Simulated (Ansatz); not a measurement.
C6H7B (`Bc1ccccc1`), relaxed with RKS PBE0-D4/def2-TZVP in the Gaussian-basis code of Ansatz from a PBE-D4/def2-SVP geometry. The force threshold is 0.005 eV/Å; the program also tests the step.

Charge 0, multiplicity 1.

Start:

```xyz
14

B     1.960    0.322    1.397
C     0.719    0.117    0.507
C     0.116    1.206   -0.179
C    -1.015    1.025   -0.983
C    -1.574   -0.258   -1.119
C    -1.002   -1.356   -0.453
C     0.131   -1.167    0.347
H     2.440    1.433    1.531
H     2.464   -0.626    1.972
H     0.556    2.210   -0.068
H    -1.468    1.880   -1.508
H    -2.465   -0.404   -1.751
H    -1.446   -2.357   -0.562
H     0.583   -2.026    0.869
```

```
step  energy (eV)  largest force (eV/Å)  largest move (Å)
   1   -7005.7549                 0.572             0.000
   2   -7005.8282                 0.151             0.029
   3   -7005.8334                 0.008             0.011
   4   -7005.8335                 0.004             0.003
```

End:

```xyz
14

B     1.942    0.319    1.382
C     0.705    0.116    0.502
C     0.112    1.192   -0.175
C    -1.005    1.013   -0.972
C    -1.555   -0.255   -1.107
C    -0.991   -1.341   -0.449
C     0.127   -1.153    0.345
H     2.422    1.409    1.507
H     2.436   -0.611    1.953
H     0.545    2.181   -0.066
H    -1.451    1.855   -1.488
H    -2.431   -0.399   -1.731
H    -1.425   -2.328   -0.560
H     0.571   -1.998    0.860
```

It took 31 s on 4 threads of an Arm Neoverse V2 on a shared host, with 0.83 GiB of host memory at the peak.
